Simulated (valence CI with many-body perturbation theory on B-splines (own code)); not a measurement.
## From CI to CI+MBPT in Au XLI

Calculated by relativistic CI+MBPT: three valence electrons over a frozen Dirac-Fock core [Kr], a basis of 9 s, 9 p, 10 d, 8 f, 5 g, 3 h, 1 i functions for each j, with the one-electron correlation potential Σ1, the two-electron term Σ2, the three-electron term Σ3, Breit, model QED; selected CI, second order for the rest (own B-spline code, finite nucleus).

The last digits are not significant, and no measured levels were compared; by estimate large intervals hold to a few tenths of a per cent, small ones and those within an open d or f shell to about a per cent. Only levels of the ground parity were solved; by the run's estimate the other parity begins above the list, which can be wrong where configurations are misplaced.

Each rung adds one term. CI alone is the Dirac-Coulomb CI over the frozen core; QED comes last and gives the full result, which names the levels. Energies are above (4d3/2^3) J=3/2 on the same rung, in cm⁻¹.

Levels are named by their leading jj configuration (3d3/2^4 stands for four electrons in 3d with j = 3/2), which in mixed levels can hold well under half, so a name can repeat and another be missing. Letters in brackets count levels of one name in rising energy.

```tsv
Level	CI alone	Σ1	Σ2	Σ3	Breit	QED	Full
(4d3/2^2 4d5/2) J=5/2 [a]	184316	+873	+433	+169	-4271	+551	182072
(4d3/2^2 4d5/2) J=3/2	205013	+856	-495	+505	-3940	+540	202479
(4d3/2^2 4d5/2) J=7/2	222748	+912	-1557	-155	-5153	+563	217358
(4d3/2^2 4d5/2) J=9/2	225668	+903	-2526	-26	-5498	+549	219070
(4d3/2^2 4d5/2) J=1/2	223990	+865	-1015	+500	-4157	+546	220729
(4d3/2^2 4d5/2) J=5/2 [b]	301140	+929	-2096	-402	-4386	+582	295767
(4d3/2 4d5/2^2) J=7/2 [a]	400963	+1732	+402	+52	-8623	+1095	395621
(4d3/2 4d5/2^2) J=9/2	419212	+1767	-766	+174	-9447	+1108	412048
(4d3/2 4d5/2^2) J=3/2 [a]	431318	+1733	+797	-182	-8033	+1100	426733
(4d3/2 4d5/2^2) J=1/2	441680	+1741	+93	+494	-8246	+1104	436866
(4d3/2 4d5/2^2) J=5/2 [a]	449276	+1709	-1747	-517	-8120	+1079	441681
(4d3/2 4d5/2^2) J=11/2	455723	+1788	-3238	-17	-10095	+1105	445265
(4d3/2 4d5/2^2) J=5/2 [b]	478605	+1782	-1878	-613	-8687	+1117	470325
(4d3/2 4d5/2^2) J=7/2 [b]	483796	+1761	-3282	-384	-9019	+1097	473970
(4d3/2 4d5/2^2) J=3/2 [b]	543978	+1789	+415	-675	-8092	+1129	538545
(4d5/2^3) J=9/2	632967	+2621	+391	-158	-13227	+1657	624253
(4d5/2^3) J=3/2	677895	+2585	-334	-387	-12163	+1639	669234
(4d5/2^3) J=5/2	711508	+2578	+1826	-872	-12062	+1640	704618
```

The middle columns are the shifts that each term adds.

**Question.** How does the ionisation energy move along the ladder, and which term matters most?

**Answer.** CI alone 1901.8, + Σ1 1904.7, + Σ2 1906.5, + Σ3 1906.5, + Breit 1905.1, + QED 1905.2 eV. The largest step is Σ1, 2.9 eV. NIST lists 1904 ± 4 eV (theoretical).
